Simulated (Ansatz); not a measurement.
`CC(F)BF`, charge 0, multiplicity 1.

(1) Give a relaxed structure at PBE0-D4/def2-TZVP (the Gaussian-basis code of Ansatz). (An estimate is asked.)

## Answers

(1) Ansatz gave: 
```xyz
10

C    -0.234   -1.027   -0.543
C     0.382   -0.063    0.455
F     1.773   -0.139    0.367
B    -0.099    1.421    0.253
F    -1.391    1.672    0.392
H     0.120   -2.042   -0.354
H     0.032   -0.755   -1.567
H    -1.322   -1.014   -0.452
H     0.113   -0.385    1.472
H     0.627    2.332   -0.022
```
This is one stationary point; other conformers may exist.
